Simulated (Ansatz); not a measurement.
Spectroscopic constants of LiBe, multiplicity 2 (lowest of 2S+1 = 2, 4 at CCSD(T)/def2-TZVPP on PBE0 minima; our sources give no spin for the ground state, which may be another). The T1 diagnostic near the minimum is 0.076, so single-reference values are doubtful.

The constants come from a fifth-degree fit in 1/R (seven points, main isotopes). Runs in def2 and cc sets follow the lowest solution found near the PBE0 minimum.

Codes used: Ansatz (Gaussian orbitals). Each number belongs to the level named beside it.

```csv
level,r_e (Å),ω_e (cm⁻¹),B_e (cm⁻¹),ω_e x_e (cm⁻¹),D_e (eV),dipole (D)
SVWN5/def2-TZVPP,2.561,350,0.652,5.6,0.65,2.58
PBE/def2-TZVPP,2.586,340,0.639,5.6,0.56,2.41
r2SCAN/def2-TZVPP,2.598,343,0.633,5.8,0.60,2.99
B97M-V/def2-TZVPP,2.701,281,0.586,5.0,0.40,2.29
B3LYP/def2-TZVPP,2.571,341,0.647,6.6,0.45,2.72
PBE0/def2-TZVPP,2.587,340,0.638,6.1,0.50,2.84
BHLYP/def2-TZVPP,2.566,344,0.649,7.6,0.38,3.19
CAM-B3LYP/def2-TZVPP,2.541,356,0.662,7.5,0.40,3.49
wB97X-V/def2-TZVPP,2.558,356,0.653,8.5,0.34,4.13
wB97M-V/def2-TZVPP,2.604,304,0.630,8.2,0.30,2.63
B2PLYP/def2-TZVPP,2.580,334,0.642,8.0,0.34,-
CCSD/aug-cc-pVTZ,2.622,298,0.622,10,0.24,-
CCSD/def2-TZVPP,2.667,268,0.601,12,0.17,-
CCSD/aug-cc-pVQZ,2.612,305,0.626,10,0.25,-
CCSD/def2-QZVPP,2.600,305,0.632,11,0.24,-
CCSD(T)/aug-cc-pVTZ,2.611,308,0.627,9.6,0.27,-
CCSD(T)/def2-TZVPP,2.656,277,0.606,11,0.20,-
CCSD(T)/aug-cc-pVQZ,2.602,314,0.631,9.5,0.28,-
CCSD(T)/def2-QZVPP,2.590,314,0.637,9.7,0.28,-
"CCSD(T)/CBS(aug-cc-pVTZ, aug-cc-pVQZ)",2.597,317,0.633,9.4,-,-
```

D_e counts from each atom's lowest state at the same level, without counterpoise or zero-point energy.

Correlated levels freeze the inner cores; with def2 sets outer-core shells near the valence are correlated too. CBS(a, b) extrapolates the correlation energy as X⁻³ and adds the Hartree–Fock energy of set b.

Doubts at one or more of the structures used: T1 above 0.05 (CCSD/aug-cc-pVTZ, CCSD/def2-TZVPP, CCSD/aug-cc-pVQZ, CCSD/def2-QZVPP, CCSD(T)/aug-cc-pVTZ, CCSD(T)/def2-TZVPP, CCSD(T)/aug-cc-pVQZ, CCSD(T)/def2-QZVPP, CCSD(T)/CBS(aug-cc-pVTZ, aug-cc-pVQZ)); a spin-contaminated determinant (CCSD/aug-cc-pVTZ, CCSD/def2-TZVPP, CCSD/aug-cc-pVQZ, CCSD/def2-QZVPP, CCSD(T)/aug-cc-pVTZ, CCSD(T)/def2-TZVPP, CCSD(T)/aug-cc-pVQZ, CCSD(T)/def2-QZVPP, CCSD(T)/CBS(aug-cc-pVTZ, aug-cc-pVQZ)).

Ansatz is an electronic-structure program.
